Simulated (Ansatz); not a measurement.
Ansatz (a program for electronic structure) input (B3LYP-D3(BJ)/def2-TZVP):

Ansatz 0.2 input:
```yaml
crystal:
  periodic: [false, false, false]
  atoms:
    - {symbol: F, position_ang: [-1.44582293, 1.03375648, -0.91363369]}
    - {symbol: C, position_ang: [-1.00411506, -0.01607050, -0.20790276]}
    - {symbol: F, position_ang: [-1.43375910, -1.13642610, -0.80414766]}
    - {symbol: F, position_ang: [-1.59246985, 0.04201910, 1.00835145]}
    - {symbol: C, position_ang: [0.49553657, -0.00279148, -0.10993266]}
    - {symbol: Cl, position_ang: [1.28166522, -1.44451023, 0.31773251]}
    - {symbol: Cl, position_ang: [1.26538995, 1.48327650, 0.17002524]}
basis:
  gaussian:
    orbitals: def2-TZVP
hamiltonian:
  xc: b3lyp
  dispersion: d3bj
magnetization: {spin_polarized: true, initial_magnetization: 1}
phonons: {temperatures: {t_min: 298.15, t_max: 298.15, t_step: 100}}
```

Output:

```
Functional definition: B3LYP
integrals: 0.18 GiB planned
1354 factors; their error is unknown
mean field: 2.22 GiB planned
mean field evaluation 1: about -35270.9860 eV, gradient 3.2e1 eV
mean field evaluation 2: about -35267.9087 eV, gradient 4.5e1 eV
mean field evaluation 4: about -35274.1361 eV, gradient 1.6e0 eV
mean field evaluation 8: about -35274.1459 eV, gradient 7.9e-2 eV
mean field evaluation 16: about -35274.2272 eV, gradient 1.4e-4 eV
mean field -35274.22715733 eV, -1296.3039383021 hartree, gradient 6.8e-5 eV, S^2 0.754675; 0 other end points of the search recorded, 0 dependent functions left out
the calculation of the forces begins
reference -35274.22739012 eV, -1296.3039468568 hartree; 37, 36 occupied and 192, 193 virtual orbitals, 1354 factors
these checks for a lower state are left out or cut short: stability, starts, cluster_reference, orbital_swaps, neighbouring_geometries, increment
integrals: 0.18 GiB planned
1354 factors; their error is unknown
mean field: 2.21 GiB planned
mean field -35274.22708842 eV, -1296.3039357694 hartree, gradient 1.6e-6 eV, S^2 0.754675; 0 other end points of the search recorded, 0 dependent functions left out
the calculation of the forces begins
reference -35274.22732120 eV, -1296.3039443239 hartree; 37, 36 occupied and 192, 193 virtual orbitals, 1354 factors
these checks for a lower state are left out or cut short: stability, starts, cluster_reference, orbital_swaps, neighbouring_geometries, increment
integrals: 0.18 GiB planned
1354 factors; their error is unknown
mean field: 2.21 GiB planned
mean field evaluation 32: about -35274.2272 eV, gradient 1.5e-6 eV
mean field -35274.22715997 eV, -1296.3039383989 hartree, gradient 1.6e-6 eV, S^2 0.754676; 0 other end points of the search recorded, 0 dependent functions left out
the calculation of the forces begins
reference -35274.22739276 eV, -1296.3039469538 hartree; 37, 36 occupied and 192, 193 virtual orbitals, 1354 factors
these checks for a lower state are left out or cut short: stability, starts, cluster_reference, orbital_swaps, neighbouring_geometries, increment
integrals: 0.18 GiB planned
1354 factors; their error is unknown
mean field: 2.21 GiB planned
mean field -35274.22708969 eV, -1296.3039358161 hartree, gradient 1.6e-6 eV, S^2 0.754676; 0 other end points of the search recorded, 0 dependent functions left out
the calculation of the forces begins
reference -35274.22732248 eV, -1296.3039443712 hartree; 37, 36 occupied and 192, 193 virtual orbitals, 1354 factors
these checks for a lower state are left out or cut short: stability, starts, cluster_reference, orbital_swaps, neighbouring_geometries, increment
integrals: 0.18 GiB planned
1354 factors; their error is unknown
mean field: 2.22 GiB planned
mean field -35274.22706072 eV, -1296.3039347517 hartree, gradient 1.6e-6 eV, S^2 0.754675; 0 other end points of the search recorded, 0 dependent functions left out
the calculation of the forces begins
reference -35274.22729350 eV, -1296.3039433061 hartree; 37, 36 occupied and 192, 193 virtual orbitals, 1354 factors
these checks for a lower state are left out or cut short: stability, starts, cluster_reference, orbital_swaps, neighbouring_geometries, increment
integrals: 0.18 GiB planned
1354 factors; their error is unknown
mean field: 2.22 GiB planned
mean field -35274.22708943 eV, -1296.3039358067 hartree, gradient 1.6e-6 eV, S^2 0.754675; 0 other end points of the search recorded, 0 dependent functions left out
the calculation of the forces begins
reference -35274.22732222 eV, -1296.3039443616 hartree; 37, 36 occupied and 192, 193 virtual orbitals, 1354 factors
these checks for a lower state are left out or cut short: stability, starts, cluster_reference, orbital_swaps, neighbouring_geometries, increment
integrals: 0.18 GiB planned
[...]
reference -35274.22725120 eV, -1296.3039417518 hartree; 37, 36 occupied and 192, 193 virtual orbitals, 1354 factors
these checks for a lower state are left out or cut short: stability, starts, cluster_reference, orbital_swaps, neighbouring_geometries, increment
integrals: 0.18 GiB planned
1354 factors; their error is unknown
mean field: 2.22 GiB planned
mean field evaluation 96: about -35274.2271 eV, gradient 4.1e-3 eV
mean field -35274.22708325 eV, -1296.3039355795 hartree, gradient 1.6e-6 eV, S^2 0.754675; 0 other end points of the search recorded, 0 dependent functions left out
the calculation of the forces begins
reference -35274.22731604 eV, -1296.3039441346 hartree; 37, 36 occupied and 192, 193 virtual orbitals, 1354 factors
these checks for a lower state are left out or cut short: stability, starts, cluster_reference, orbital_swaps, neighbouring_geometries, increment
integrals: 0.18 GiB planned
1354 factors; their error is unknown
mean field: 2.22 GiB planned
mean field -35274.22704528 eV, -1296.3039341841 hartree, gradient 1.6e-6 eV, S^2 0.754676; 0 other end points of the search recorded, 0 dependent functions left out
the calculation of the forces begins
reference -35274.22727805 eV, -1296.3039427385 hartree; 37, 36 occupied and 192, 193 virtual orbitals, 1354 factors
these checks for a lower state are left out or cut short: stability, starts, cluster_reference, orbital_swaps, neighbouring_geometries, increment
integrals: 0.18 GiB planned
1354 factors; their error is unknown
mean field: 2.22 GiB planned
mean field -35274.22709304 eV, -1296.3039359393 hartree, gradient 1.6e-6 eV, S^2 0.754677; 0 other end points of the search recorded, 0 dependent functions left out
the calculation of the forces begins
reference -35274.22732581 eV, -1296.3039444936 hartree; 37, 36 occupied and 192, 193 virtual orbitals, 1354 factors
these checks for a lower state are left out or cut short: stability, starts, cluster_reference, orbital_swaps, neighbouring_geometries, increment
integrals: 0.18 GiB planned
1354 factors; their error is unknown
mean field: 2.21 GiB planned
mean field -35274.22716216 eV, -1296.3039384794 hartree, gradient 1.6e-6 eV, S^2 0.754674; 0 other end points of the search recorded, 0 dependent functions left out
the calculation of the forces begins
reference -35274.22739496 eV, -1296.3039470346 hartree; 37, 36 occupied and 192, 193 virtual orbitals, 1354 factors
these checks for a lower state are left out or cut short: stability, starts, cluster_reference, orbital_swaps, neighbouring_geometries, increment
integrals: 0.18 GiB planned
1354 factors; their error is unknown
mean field: 2.21 GiB planned
mean field evaluation 128: about -35274.2271 eV, gradient 1.6e-6 eV
mean field -35274.22713123 eV, -1296.3039373428 hartree, gradient 1.6e-6 eV, S^2 0.754684; 0 other end points of the search recorded, 0 dependent functions left out
the calculation of the forces begins
reference -35274.22736399 eV, -1296.3039458964 hartree; 37, 36 occupied and 192, 193 virtual orbitals, 1354 factors
these checks for a lower state are left out or cut short: stability, starts, cluster_reference, orbital_swaps, neighbouring_geometries, increment
integrals: 0.18 GiB planned
1354 factors; their error is unknown
mean field: 2.21 GiB planned
mean field -35274.22713290 eV, -1296.3039374041 hartree, gradient 1.6e-6 eV, S^2 0.754668; 0 other end points of the search recorded, 0 dependent functions left out
the calculation of the forces begins
reference -35274.22736571 eV, -1296.3039459599 hartree; 37, 36 occupied and 192, 193 virtual orbitals, 1354 factors
these checks for a lower state are left out or cut short: stability, starts, cluster_reference, orbital_swaps, neighbouring_geometries, increment
integrals: 0.18 GiB planned
1354 factors; their error is unknown
mean field: 2.22 GiB planned
mean field -35274.22704010 eV, -1296.3039339937 hartree, gradient 1.6e-6 eV, S^2 0.754676; 0 other end points of the search recorded, 0 dependent functions left out
the calculation of the forces begins
reference -35274.22727289 eV, -1296.3039425487 hartree; 37, 36 occupied and 192, 193 virtual orbitals, 1354 factors
these checks for a lower state are left out or cut short: stability, starts, cluster_reference, orbital_swaps, neighbouring_geometries, increment
integrals: 0.18 GiB planned
1354 factors; their error is unknown
mean field: 2.21 GiB planned
mean field -35274.22703230 eV, -1296.3039337073 hartree, gradient 1.6e-6 eV, S^2 0.754675; 0 other end points of the search recorded, 0 dependent functions left out
the calculation of the forces begins
reference -35274.22726508 eV, -1296.3039422617 hartree; 37, 36 occupied and 192, 193 virtual orbitals, 1354 factors
these checks for a lower state are left out or cut short: stability, starts, cluster_reference, orbital_swaps, neighbouring_geometries, increment
integrals: 0.18 GiB planned
1354 factors; their error is unknown
mean field: 2.21 GiB planned
mean field -35274.22720551 eV, -1296.3039400725 hartree, gradient 1.6e-6 eV, S^2 0.754679; 0 other end points of the search recorded, 0 dependent functions left out
the calculation of the forces begins
reference -35274.22743833 eV, -1296.3039486285 hartree; 37, 36 occupied and 192, 193 virtual orbitals, 1354 factors
these checks for a lower state are left out or cut short: stability, starts, cluster_reference, orbital_swaps, neighbouring_geometries, increment
integrals: 0.18 GiB planned
1354 factors; their error is unknown
mean field: 2.22 GiB planned
mean field evaluation 160: about -35274.1478 eV, gradient 1.9e-4 eV
mean field -35274.22705732 eV, -1296.3039346267 hartree, gradient 1.6e-6 eV, S^2 0.754672; 0 other end points of the search recorded, 0 dependent functions left out
the calculation of the forces begins
reference -35274.22729007 eV, -1296.3039431800 hartree; 37, 36 occupied and 192, 193 virtual orbitals, 1354 factors
these checks for a lower state are left out or cut short: stability, starts, cluster_reference, orbital_swaps, neighbouring_geometries, increment
integrals: 0.18 GiB planned
1354 factors; their error is unknown
mean field: 2.21 GiB planned
mean field -35274.22701508 eV, -1296.3039330745 hartree, gradient 1.6e-6 eV, S^2 0.754669; 0 other end points of the search recorded, 0 dependent functions left out
the calculation of the forces begins
reference -35274.22724785 eV, -1296.3039416287 hartree; 37, 36 occupied and 192, 193 virtual orbitals, 1354 factors
these checks for a lower state are left out or cut short: stability, starts, cluster_reference, orbital_swaps, neighbouring_geometries, increment
integrals: 0.18 GiB planned
1354 factors; their error is unknown
mean field: 2.22 GiB planned
mean field -35274.22718072 eV, -1296.3039391614 hartree, gradient 1.6e-6 eV, S^2 0.754682; 0 other end points of the search recorded, 0 dependent functions left out
the calculation of the forces begins
reference -35274.22741352 eV, -1296.3039477167 hartree; 37, 36 occupied and 192, 193 virtual orbitals, 1354 factors
these checks for a lower state are left out or cut short: stability, starts, cluster_reference, orbital_swaps, neighbouring_geometries, increment
integrals: 0.18 GiB planned
1354 factors; their error is unknown
mean field: 2.22 GiB planned
mean field -35274.22716755 eV, -1296.3039386777 hartree, gradient 1.6e-6 eV, S^2 0.754675; 0 other end points of the search recorded, 0 dependent functions left out
the calculation of the forces begins
reference -35274.22740036 eV, -1296.3039472331 hartree; 37, 36 occupied and 192, 193 virtual orbitals, 1354 factors
these checks for a lower state are left out or cut short: stability, starts, cluster_reference, orbital_swaps, neighbouring_geometries, increment
integrals: 0.18 GiB planned
1354 factors; their error is unknown
mean field: 2.21 GiB planned
mean field evaluation 192: about -35274.2271 eV, gradient 1.5e-6 eV
mean field -35274.22713656 eV, -1296.3039375387 hartree, gradient 1.6e-6 eV, S^2 0.754677; 0 other end points of the search recorded, 0 dependent functions left out
the calculation of the forces begins
reference -35274.22736933 eV, -1296.3039460928 hartree; 37, 36 occupied and 192, 193 virtual orbitals, 1354 factors
Total energy: -35274.55622118 eV, -1296.3160311754 hartree
Atom 0 at    -1.445823     1.033756    -0.913634 Å, force     0.000149    -0.000001     0.000056 eV/Å
Atom 1 at    -1.004115    -0.016071    -0.207903 Å, force    -0.000043     0.000008     0.000156 eV/Å
Atom 2 at    -1.433759    -1.136426    -0.804148 Å, force     0.000149     0.000008     0.000056 eV/Å
Atom 3 at    -1.592470     0.042019     1.008351 Å, force     0.000136    -0.000008    -0.000167 eV/Å
Atom 4 at     0.495537    -0.002791    -0.109933 Å, force    -0.000492    -0.000013    -0.000195 eV/Å
Atom 5 at     1.281665    -1.444510     0.317733 Å, force     0.000050     0.000091     0.000042 eV/Å
Atom 6 at     1.265390     1.483277     0.170025 Å, force     0.000051    -0.000085     0.000051 eV/Å
Dipole moment:     0.278414     0.003261     0.033968 e Å
Vibrations: 36.90 147.24 189.42 250.59 362.81 404.42 452.57 555.62 574.47 712.42 955.09 974.27 1112.98 1186.76 1284.04 cm⁻¹, zero-point energy 0.570302 eV
```

It need not be the lowest isomer of its formula.
